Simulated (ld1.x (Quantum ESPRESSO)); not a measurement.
## Os: excitation energies, all-electron against TM

```json
{"Element": "Os (Z = 76)", "Generator": "ld1.x (Quantum ESPRESSO) 7.5", "Type": "norm-conserving Troullier–Martins (Kleinman–Bylander form)", "Functional": "BLYP", "Relativity": "fully relativistic", "Frozen core": "[Xe] 4f14", "Valence charge": "8", "Reference configuration": "5d6 6s1.5 6p0.5", "Partial waves": "6s (bound): rc 2.65 bohr; 5d (bound): rc 2.15 bohr; 6p (bound): rc 3.30 bohr", "Local potential": "the p channel", "Core correction": "a·sin(br)/r model core inside 1.05 bohr"}
```

Open shells are filled in proportion to 2j + 1 (rel_dist='average').

Energies are relative to the spin-unpolarised reference configuration 5d6 6s1.5 6p0.5; without spin polarisation the order of configurations can differ from experiment. The p channel is local and has no spin–orbit splitting in the pseudo-atom.

```
valence configuration  charge  ΔE all-electron (eV)  error AE − PS (meV)
          5d6 6s0 6p0      +2                24.088                  -16
        5d6 6s1.5 6p0    +0.5                 1.447                  +17
          5d6 6s1 6p1       0                 2.538                  -18
          5d5 6s0 6p0      +3                52.846                 -201
          5d5 6s2 6p1       0                 3.517                 -126
```

Problem. What are ΔE and the potential's error for 5d6 6s1 6p0?

Solution. ΔE = 7.102 eV all-electron; the error (AE − PS) is +14 meV.

Problem. What are ΔE and the potential's error for 5d6 6s2 6p0?

Solution. ΔE = -2.436 eV all-electron; the error (AE − PS) is +15 meV.

Levels in the configuration 5d5 6s2 6p1:

```
   level  all-electron (eV)  pseudo (eV)
5d j=3/2            -10.157      -10.379
5d j=5/2             -9.008       -9.210
6s j=1/2             -7.967       -7.969
6p j=1/2             -2.870       -2.303
6p j=3/2             -2.115       -2.303
```

The potential misses its own reference levels by up to 0.4 eV.
